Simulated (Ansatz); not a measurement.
## Nudged elastic band run: BFH$_{5}$NSi

Input file:

```yaml
crystal:
  periodic: [false, false, false]
  atoms:
    - { symbol: F, position_ang: [0.273501, 0.065719, -2.093583] }
    - { symbol: B, position_ang: [0.919722, 0.644674, -1.085513] }
    - { symbol: "N", position_ang: [0.50566, 0.38888, 0.229147] }
    - { symbol: Si, position_ang: [-0.839015, -0.63384, 0.715516] }
    - { symbol: H, position_ang: [1.858584, 1.385252, -1.334512] }
    - { symbol: H, position_ang: [1.050734, 0.846801, 0.967701] }
    - { symbol: H, position_ang: [-1.795175, -0.729119, -0.435219] }
    - { symbol: H, position_ang: [-0.381192, -2.01387, 1.111139] }
    - { symbol: H, position_ang: [-1.504318, -0.000898, 1.908223] }
basis:
  gaussian: { orbitals: def2-SVP }
hamiltonian:
  xc: lda
neb:
  order_check: false
  images: 5
  f_tol: 0.05
  max_iterations: 60
  initial_path: idpp
  final_atoms:
    - { symbol: F, position_ang: [-0.30714167, 1.50571505, -1.42868486] }
    - { symbol: B, position_ang: [0.79977991, 0.96816155, -0.92373641] }
    - { symbol: "N", position_ang: [0.68496096, -0.05511694, 0.02706615] }
    - { symbol: Si, position_ang: [-0.81802359, -0.70981449, 0.66278239] }
    - { symbol: H, position_ang: [1.88461926, 1.38151058, -1.30304201] }
    - { symbol: H, position_ang: [1.56596523, -0.45138218, 0.37201428] }
    - { symbol: H, position_ang: [-1.27346561, -1.92528242, -0.10227379] }
    - { symbol: H, position_ang: [-0.5774437, -1.11563185, 2.09186534] }
    - { symbol: H, position_ang: [-1.8707498, 0.3554397, 0.58690791] }
```

Launched with:

```bash
$ ansatz run input.yaml --threads 1 --pin off --max-ram 2048MiB --backend cpu --events-out ev --progress --plain --runs-dir out
```

Output, in part (warnings, iteration lines, the closing report on the highest movable image, with atoms numbered from 0):

```
NEB end point (image 0): max|allowed force component| = 6.236e-3 eV/Å (the criterion of neb.relax_end_points is 1.000e-2)
NEB end point (image 6): max|allowed force component| = 9.210e-3 eV/Å (the criterion of neb.relax_end_points is 1.000e-2)
NEB iter   1: max|band force component| = 1.112e0 eV/Å  barrier→ = 0.0839 eV  barrier← = 0.0839 eV  Δτ_max = 0.1105 Å  (175 SCF iters)
NEB iter   2: max|band force component| = 6.619e-1 eV/Å  barrier→ = 0.0150 eV  barrier← = 0.0150 eV  Δτ_max = 0.0584 Å  (136 SCF iters)
NEB iter   3: max|band force component| = 3.010e-1 eV/Å  barrier→ = 0.0057 eV  barrier← = 0.0057 eV  CI = image 2  Δτ_max = 0.0380 Å  (134 SCF iters)
NEB iter   4: max|band force component| = 2.656e-1 eV/Å  barrier→ = 0.0059 eV  barrier← = 0.0059 eV  CI = image 3  Δτ_max = 0.0254 Å  (134 SCF iters)
NEB iter   5: max|band force component| = 5.081e-2 eV/Å  barrier→ = 0.0007 eV  barrier← = 0.0006 eV  CI = image 3  Δτ_max = 0.0128 Å  (132 SCF iters)
NEB iter   6: max|band force component| = 3.638e-2 eV/Å  barrier→ = 0.0002 eV  barrier← = 0.0002 eV  CI = image 3  Δτ_max = 0.0000 Å  (262 SCF iters)
Total energy: -12769.16283842 eV, -469.2580790626 hartree
Atom 0 at    -0.318502     1.197137    -1.705153 Å, force    -0.000663    -0.012795     0.018022 eV/Å
Atom 1 at     0.741680     1.021788    -0.920582 Å, force     0.003914    -0.000856     0.001201 eV/Å
Atom 2 at     0.647074     0.135889     0.160799 Å, force     0.012430     0.009032     0.013101 eV/Å
Atom 3 at    -0.764945    -0.809251     0.613408 Å, force    -0.009067     0.010934    -0.013332 eV/Å
Atom 4 at     1.768694     1.637337    -1.161559 Å, force    -0.006234     0.003919    -0.014605 eV/Å
Atom 5 at     1.483522     0.051692     0.748337 Å, force     0.000318    -0.004969     0.000809 eV/Å
Atom 6 at    -1.494082    -1.233323    -0.627356 Å, force     0.000788     0.000721    -0.003376 eV/Å
Atom 7 at    -0.272466    -2.011738     1.371331 Å, force    -0.001216    -0.004241     0.001075 eV/Å
Atom 8 at    -1.702474    -0.035934     1.503674 Å, force    -0.000269    -0.001743    -0.002896 eV/Å
Dipole moment:     0.183838    -0.181416     0.327724 e Å
```

The forces met the threshold. The top lies less than 8 meV above the higher end, about what the thresholds resolve: that end is a shoulder or a very shallow well. A vibrational analysis at the climbing image gives one clearly imaginary mode, 46i cm⁻¹: a first-order saddle point.

Final band (atoms are numbered from 1 in the order of the input):

```
image  path coordinate (Å)  energy (kJ/mol)  dihedral B2–N3–Si4–H7 (°)
    0                 0.00              0.0                        -23
    1                 0.58             -0.1                         -4
    2                 1.16              0.0                         16
    3                 1.73              0.0                         35
    4                 2.33             -0.3                         55
    5                 2.93             -0.2                         74
    6                 3.52              0.0                         94
```

The run took 47 s on 1 thread of Arm Neoverse V1 (shared host), peak memory 0.11 GiB.
